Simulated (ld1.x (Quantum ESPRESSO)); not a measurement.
What the settings do to the TM potential of Ti (Z = 22)

Base potential:

```json
{
  "Element": "Ti",
  "Generator": "ld1.x (Quantum ESPRESSO) 7.5",
  "Type": "norm-conserving Troullier–Martins (Kleinman–Bylander form)",
  "Functional": "LDA (PZ)",
  "Relativity": "scalar-relativistic",
  "Frozen core": "[Ne] 3s2",
  "Valence charge": "10",
  "Reference configuration": "3p6 3d1 4s0 4p0 (charge +3)",
  "Partial waves": "4s (bound, empty): rc 2.10 bohr; 3d (bound): rc 1.15 bohr; 3p (bound): rc 1.40 bohr",
  "Local potential": "the p channel",
  "Core correction": "none"
}
```

All-electron outer shells of the reference configuration (LDA (PZ), scalar-relativistic, ld1.x):

```csv
shell,level (eV),outermost node (bohr),outermost maximum (bohr)
3s,-94.74,0.40,0.87
3p,-70.92,0.37,0.89
3d,-34.93,–,0.91
4s,-26.31,1.20,2.36
4p,-20.69,1.29,2.67
```

Cutoffs, loose and tight: the cutoffs (Ry, on a coarse ladder) from which the occupation-weighted sum of valence levels, in a spherical-Bessel basis at the reference potential, stays within 10 and 1 mRy of its value at 400 Ry. They do not see the model core or the augmentation charge, which bear on the density cutoff. Test errors are all-electron minus pseudo excitation energies from the reference, over the configurations 3p6 3d2 4s2 4p0; 3p6 3d2 4s1 4p0; 3p6 3d2 4s0 4p0; 3p6 3d1 4s2 4p1; 3p6 3d3 4s0 4p0; 3p6 3d0 4s0 4p0; 3p6 3d1 4s2 4p0 (two spin-polarised tests are not counted in the largest error). A dash means not determined; rows that change the core or the reference have their own tests.

A true bound ghost makes a file unfit for plane-wave use even where its test errors are small: the radial tests pick states by their node count and pass the ghost by.

```tsv
change	outcome	cutoff, loose	cutoff, tight	bound ghosts	largest test error (meV)
base	generated	120 Ry	140 Ry	s	+145
all radii scaled by about 0.77 (s 1.62, p 1.08, d 0.88 bohr)	generated	160 Ry	200 Ry	s	-461
all radii scaled by about 0.83 (s 1.74, p 1.16, d 0.94 bohr)	generated	160 Ry	180 Ry	s	-281
all radii scaled by about 0.92 (s 1.92, p 1.28, d 1.06 bohr)	generated	140 Ry	160 Ry	s	+75
all radii scaled by about 1.11 (s 2.34, p 1.56, d 1.28 bohr)	generated	100 Ry	120 Ry	s	+223
all radii scaled by about 1.24 (s 2.60, p 1.74, d 1.42 bohr)	generated	90 Ry	100 Ry	s	+226
all radii scaled by about 1.33 (s 2.80, p 1.86, d 1.54 bohr)	generated	80 Ry	90 Ry	s	+205
all radii scaled by about 1.39 (s 2.92, p 1.94, d 1.60 bohr)	generated	70 Ry	90 Ry	s	+171
```

Task: What comes out with this change to the base: all radii scaled by about 1.15 (s 2.42, p 1.62, d 1.32 bohr)?

Result: outcome: generated; cutoff, loose: 90 Ry; cutoff, tight: 110 Ry; bound ghosts: s; largest test error (meV): +227.

Reading the sweep of the scale of all radii (base = 1) (base included, trends over the rows without a ghost): Bound ghosts are found at 0.77, 0.83, 0.92, 1, 1.11, 1.15, 1.24, 1.33, 1.39. Every judged row has one, so this setting neither creates nor removes them.
